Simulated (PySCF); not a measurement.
Work out the structure from these simulated measurements.

Formula: C6H9F.

| Quantity | Value |
| --- | --- |
| Rotational structure | rotational constants A, B, C: 6.449, 1.446, 1.377 GHz [GFN2-xTB] |
| NMR, other nuclei | isotropic shieldings of nuclei other than C and H, by class: 371 (1 F) ppm [GIAO PBE0/pcSseg-1] |
| Triplet | lowest triplet excitation (Tamm–Dancoff): 4.38 eV [TDA CAM-B3LYP/def2-SVPD] |
| Dipole | 2.53 D [CAM-B3LYP/def2-SVPD] |
| 1H NMR | chemical shifts (computed TMS as zero) by class: 6.17 (1 H), 5.38 (1 H), 2.75 (1 H), 2.59 (1 H), 2.39 (1 H), 1.99 (1 H), 1.19 (3 H) ppm [GIAO PBE0/pcSseg-1] |
| 13C NMR | chemical shifts (computed TMS as zero) by class: 165.0 (1 C), 137.7 (1 C), 87.0 (1 C), 41.3 (1 C), 29.0 (1 C), 14.8 (1 C) ppm [GIAO PBE0/pcSseg-1] |

Electronic properties: PySCF, gas phase, density fitting. Levels stand in brackets. Geometry: GFN2-xTB, one conformer, isolated molecule. Each NMR value is the plain mean over a class of atoms that symmetry, rotation or inversion makes alike.

**Question.** What is the compound? Reason from the data.

**Answer.** Numbering: `[CH3:1][CH2:2][C:3]1=[CH:4][C@@H:5]([F:6])[CH2:7]1`. Its formula, C6H9F, gives 2 degrees of unsaturation: 1 ring and 1 π bond in the structure found. 6 carbons fall into 6 classes; from least to most shielded: fully substituted alkene carbon [C3] (165.0 ppm), alkene CH carbon [C4] (137.7 ppm), sp3 C–F carbon [C5] (87.0 ppm), allylic carbon [C7] (41.3 ppm), allylic carbon [C2] (29.0 ppm), methyl carbon [C1] (14.8 ppm). Hydrogen classes from least to most shielded: 1 H on an alkene CH carbon, C4 (6.17 ppm), 1 H on an sp3 C–F carbon, C5 (5.38 ppm), 1 H on an allylic carbon, C7 (2.75 ppm), 1 H on an allylic carbon, C7 (2.59 ppm), 1 H on an allylic carbon, C2 (2.39 ppm), 1 H on an allylic carbon, C2 (1.99 ppm), 3 H on a methyl carbon, C1 (1.19 ppm). The other shieldings belong to: 371 ppm, alkyl fluorine [F6]. The optimised geometry has point group C1 and is an asymmetric top. Structure: `CCC1=C[C@@H](F)C1`. Computed isomers that give other values at the same levels: `FC[C@@H]1C=CCC1` (13C chemical shifts (computed TMS as zero) by class: 140.7 (1 C), 138.5 (1 C), 91.1 (1 C), 52.0 (1 C), 36.4 (1 C), 25.2 (1 C) ppm); `C[C@@H]1C=C(F)CC1` (13C chemical shifts (computed TMS as zero) by class: 172.3 (1 C), 114.8 (1 C), 39.4 (1 C), 34.3 (1 C), 31.8 (1 C), 25.1 (1 C) ppm); `C=C(C)/C(F)=C/C` (13C chemical shifts (computed TMS as zero) by class: 168.4 (1 C), 142.3 (1 C), 119.9 (1 C), 110.7 (1 C), 21.3 (1 C), 13.2 (1 C) ppm). The assignments are read from this structure; whether some other isomer fits the data as well wasn't checked. The mirror image fits equally.

Conformer computed: `[CH3:1][CH2:2][C:3]1=[CH:4][C@@H:5]([F:6])[CH2:7]1`: C1–C2–C3–C4 -119°.
